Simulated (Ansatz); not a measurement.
System: sum formula ZrOCl, net charge 0, doublet state. The spin state was set by rule; other spins were not relaxed. 
Structure (B3LYP-D3(BJ)/def2-TZVP (Ansatz, a program for electronic structure) minimum search):
```
Zr
O 1 1.7353
Cl 1 2.3693 2 109.90
```
Charge 0, spin multiplicity 2.

Basis-set convergence of Hartree-Fock and MP2 correlation energies (hartree) with Ansatz. Cores are frozen in the correlated levels unless marked. Open shells are spin-unrestricted. No spin-orbit coupling. Frozen are the shells of the preceding noble gas and the d and f shells that filled before the atom's block. Past Kr the def2 sets carry scalar-relativistic core potentials.

```
basis       functions       E(HF)  E(corr, MP2)
----------  ---------  ----------  ------------
def2-SVP           63  -580.75824      -0.42749
def2-TZVPP        129           …             …
```

### Question
Some entries are withheld; supply them.

### Answer

- def2-TZVPP, E(HF): -581.02649
- def2-TZVPP, E(corr, MP2): -0.54598
